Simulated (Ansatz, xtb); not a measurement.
**Relative energy of two isomers of C4H7ClGeO**

We compare I, `O=C=C(Cl)C[CH2][GeH3]`, a singlet, with II, `Cl[C@@H]1C=CO[CH2][GeH2]1`, a singlet. Both are isolated molecules in the gas phase, relaxed with B3LYP/def2-SVP; the shapes shown needn't be the lowest conformers.

I (Å):

```xyz
14

C     0.3709    3.0045    1.5511
C     1.0775    1.8875    1.6333
C     1.9018    1.3034    0.5126
C     1.4776   -0.1096    0.0793
Cl    1.0448    1.0604    3.1905
Ge   -0.3570   -0.2668   -0.6536
O    -0.2469    3.9909    1.4702
H     1.8534    1.9982   -0.3435
H     2.9595    1.2878    0.8349
H     2.1753   -0.4783   -0.6906
H     1.5571   -0.8018    0.9330
H    -0.5210   -1.6551   -1.3093
H    -0.5815    0.8228   -1.7282
H    -1.4238   -0.1066    0.4479
```

II (Å):

```xyz
14

C     0.4964    1.8137   -0.5645
C     1.9460    1.5572   -0.2880
C     2.4878    0.6976    0.5985
C     0.5411    0.0583    1.8795
Cl    0.1805    1.8053   -2.3778
Ge   -0.6269    0.4422    0.3199
O     1.9073   -0.1249    1.5000
H     0.1955    2.8257   -0.2559
H     2.6622    2.1206   -0.8945
H     3.5761    0.5929    0.6503
H     0.2479   -0.8544    2.4168
H     0.4744    0.9026    2.5920
H    -1.9947    0.9945    0.7651
H    -0.7854   -0.7900   -0.5847
```

Question: Estimate which is lower in electronic energy at CCSD(T)/def2-SVP + ΔMP2/def2-TZVPP, and by roughly how much.

Answer: Not settled: CCSD(T)/def2-SVP + ΔMP2/def2-TZVPP gives E(II) − E(I) = −0.261 eV, but this leans on the basis-set step: CCSD(T) alone gives +0.012 eV.

The same difference at several levels:

```tsv
level	geometry	E(II) − E(I) (eV)	departure from the last row (eV)	job, with rough time for the two
B3LYP/def2-SVP	B3LYP/def2-SVP	−0.117	+0.145	optimisation, 67 s
HF/def2-SVP	B3LYP/def2-SVP	−0.142	+0.120	part of the CCSD(T) run
MP2/def2-SVP	B3LYP/def2-SVP	+0.097	+0.358	part of the CCSD(T) run
CCSD(T)/def2-SVP	B3LYP/def2-SVP	+0.012	+0.274	single point
CCSD(T)/def2-SVP + ΔMP2/def2-TZVPP	B3LYP/def2-SVP	−0.261		single point, 2.2 min
```

As drawn, II has 2 C–O, 1 C–Ge, 1 C–H in place of 1 C=O, 1 C–C, 1 Ge–H. Structure I has no ring, II a 6-membered ring.

MP2/def2-SVP puts the two in the other order. CCSD(T)/def2-SVP finds them nearly level. The largest departure from CCSD(T)/def2-SVP + ΔMP2/def2-TZVPP is that of MP2/def2-SVP, 0.358 eV. Levels run at GFN2-xTB geometries aren't shown. The last row adds to CCSD(T) the change of the MP2 difference between the two basis sets, here −0.274 eV, a large step that makes the value less sure.

With thermal terms from frequencies at re-optimised GFN2-xTB minima (ideal gas, soft modes damped towards free rotors, one conformer each, 298.15 K, 1 atm): on the last row, ΔE + ΔZPE = −0.176, ΔH = −0.214, ΔG = −0.114 eV.

The correlated steps freeze 19 core orbitals; the filled d shell of Ge is correlated, in a basis made for valence electrons. Mirror images aren't counted in ΔG. Run with Ansatz 0.2.0, xtb 6.7.1; the last row on 4 threads of Arm Neoverse V1 on a shared host.
